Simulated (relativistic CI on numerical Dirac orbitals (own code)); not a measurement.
# Level scheme of Sb III

Computed by Dirac-Coulomb-Breit CI, separate exchange-only KLI orbitals for each configuration, model QED, valence Slater integrals scaled by 0.85, P86 correlation estimate, and configurations built on the next ion tied to the tabulated ionisation energy (semi-empirical) (own radial code, finite nucleus).

Configurations in the expansion (outside the closed core [Kr] 4d10): 5s²5p, 5s²5d, 5s²6s, 5s²6p, 5s²6d, 5s²7s, 5s²5f, 5s²6f, 5s5p², 5p³, 5s5p5d, 5s²5g, 5s²4f, 5s5p5f, 5s5p5g, 5s²7p, 5p5d², 5s²7d, 5s5p6s, 5s²7f, 5p²5d, 5s5p6p, 5s5d², 5p4f². Levels of other configurations are missing.

The lowest level is 5s²5p ²P°1/2, with 97 % of that term; Hund's rules for 5s²5p give ²P° with J = 1/2, in agreement.

```csv
No.,Configuration,Term,J,E (cm⁻¹),%,Next component (%),Landé g
1,5s²5p,²P°,1/2,0.0,97,2 5p³ ²P°,0.666
2,5s²5p,²P°,3/2,6256.4,97,2 5p³ ²P°,1.334
3,5s5p²‡,⁴P,1/2,53758.3,98,2 ²S,2.657
4,5s5p²‡,⁴P,3/2,56510.0,99,,1.731
5,5s5p²‡,⁴P,5/2,59861.0,96,3 ²D,1.587
6,5s5p²‡,²D,3/2,73479.2,74,23 5s²5d ²D,0.807
7,5s5p²‡,²D,5/2,74627.3,71,24 5s²5d ²D,1.214
8,5s5p²‡,²S,1/2,92336.7,72,24 ²P,1.678
9,5s²6s,²S,1/2,93718.9,98,1 5s5p² ²P,1.987
10,5s²5d,²D,3/2,97846.5,69,18 5s5p² ²D,0.850
11,5s²5d,²D,5/2,98963.7,73,23 5s5p² ²D,1.201
12,5s5p²‡,²P,1/2,99820.8,71,25 ²S,1.019
13,5s5p²‡,²P,3/2,102739.7,86,5 5s²5d ²D,1.280
14,5s²6p,²P°,1/2,115220.6,99,1 5s5p6s ²P°,0.666
15,5s²6p,²P°,3/2,116824.6,99,1 5s5p6s ²P°,1.334
16,5s²4f,²F°,7/2,137772.7,94,4 5s5p5d ²F°,1.143
17,5s²4f,²F°,5/2,137859.5,94,4 5s5p5d ²F°,0.858
18,5s5p5d‡,²D°,3/2,142402.3,54,38 5p³ ²D°,0.823
19,5s5p5d‡,²D°,5/2,144007.1,57,40 5p³ ²D°,1.197
20,5s²7s,²S,1/2,144226.0,100,,2.002
21,5s²6d,²D,3/2,145459.0,99,1 5s5p² ²D,0.800
22,5s²6d,²D,5/2,145671.2,98,1 5s5p² ²D,1.200
23,5s5p5d‡,⁴F°,3/2,148364.4,95,2 5p³ ²D°,0.432
24,5s5p5d‡,⁴F°,5/2,149553.3,94,4 ⁴D°,1.043
25,5p³‡,⁴S°,3/2,151081.6,89,5 ²P°,1.921
26,5s5p5d‡,⁴F°,7/2,151485.8,94,4 ⁴D°,1.246
27,5s²7p,²P°,1/2,152549.7,85,7 5s5p6s ⁴P°,0.803
28,5s²7p,²P°,3/2,153296.2,89,4 5s5p6s ²P°,1.356
29,5s5p6s‡,⁴P°,1/2,154039.0,90,9 5s²7p ²P°,2.475
30,5s5p5d‡,⁴F°,9/2,154688.5,100,,1.334
31,5s5p6s‡,⁴P°,3/2,156096.2,83,5 5s5p5d ⁴P°,1.680
32,5s5p5d‡,⁴P°,5/2,156757.0,60,33 ⁴D°,1.505
33,5s5p5d‡,⁴D°,3/2,157285.7,57,27 ⁴P°,1.384
34,5s5p5d‡,⁴D°,1/2,157570.4,82,9 ⁴P°,0.291
35,5s5p6s‡,²P°,1/2,159434.4,48,20 5s5p5d ²P°,0.667
36,5s5p6s‡,⁴P°,5/2,160948.8,89,10 5s5p5d ⁴D°,1.574
37,5s5p5d‡,²P°,3/2,161004.5,40,26 5p³ ²P°,1.341
38,5s5p5d‡,⁴D°,7/2,161059.0,77,16 5s²5f ²F°,1.368
39,5s²5f,²F°,5/2,161822.8,71,11 5s5p5d ⁴D°,1.005
40,5s²5f,²F°,7/2,161997.5,78,18 5s5p5d ⁴D°,1.195
41,5s5p5d‡,⁴D°,5/2,162100.2,42,27 ⁴P°,1.322
42,5s5p5d‡,⁴P°,1/2,162136.3,90,9 ⁴D°,2.423
43,5s5p5d‡,⁴P°,3/2,162213.1,67,28 ⁴D°,1.569
44,5s5p6s‡,²P°,1/2,163666.7,41,34 5p³ ²P°,0.676
45,5s²5g,²G,9/2,164711.0,100,,1.111
```

Energies count from the lowest computed level; ° marks odd parity. ‡ marks configurations that were not tied to measured data.

The mean weight of the leading LS term, summed over parents, in these 45 levels is 81 %, and that of the leading jj configuration (from the same eigenvectors) 70 %, so LS coupling describes them better.

Configurations that consist of the next ion and one excited electron were tied to the tabulated ionisation energy; Rydberg ones are usually within 1,000 to 3,000 cm⁻¹ and the lowest ones within about 6,000 (9,000 in d shells), while levels on excited terms of the next ion carry the error of that term, and the other configurations can be misplaced by 10,000 cm⁻¹ or more. Rates follow the energies as ν³ (E1, M1) or ν⁵ (E2), so rates, branching and lifetimes can be off by large factors. The fine structure of a lone outer electron comes out too small, for d and f at times inverted, and misplaced configurations move strength between like terms. 15 of the 17 excited levels that our extract of the measured tables holds in this range could be paired (the sources list more); they are missed by 1415 cm⁻¹ on average and 4495 at most, and levels without a partner can miss by more.

LS names give the leading component of a level, which can be under half, so a name can repeat, a term be missing and a line seem to break the LS rules.
